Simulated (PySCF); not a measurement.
**Ionising WH**

UHF-CCSD(T); H def2-TZVPPD, W def2-TZVPPD with ECP60; scalar-relativistic core potentials (PySCF 2.14). Neutral (UHF): sextet (σ ↑, π ↑↑, δ ↑↑), Re = 1.714 Å, ωe = 1919 cm⁻¹.

WH⁺ (ROHF): quintet (σ ↑, π ↑, δ ↑↑), Re = 1.696 Å, ωe = 1998 cm⁻¹. The energies at the minima are -67.27330 hartree for WH and -66.97393 for WH⁺.

Task: Work out the adiabatic ionisation energy, without and with harmonic zero-point energies (1 hartree = 27.2114 eV, 1 eV = 8065.5 cm⁻¹), and the change of the bond length.

Result: At CCSD(T): 0.29937 hartree = 8.146 eV between the minima; the zero-point term (1998.0 − 1919.0)/2 cm⁻¹ = +0.005 eV makes it 8.151 eV. Re changes by -1.8 pm against the neutral. The electron leaves a π orbital, which is non-bonding in a hydride.

Correlated steps freeze no core orbitals. De is left out where the level can put another filling of the metal’s s and d shells below the measured ground configuration, by anything from nothing to about 1 eV. UHF and ROHF references stand side by side, which adds small steps between rows. Spin–orbit coupling is left out, which matters for elements this heavy, above all for dissociation energies. With d or f electrons several states lie close, and the lowest PBE0 determinant need not be the measured ground state.

Neutral and ion stand on different kinds of reference determinant, which adds to the error of the difference.
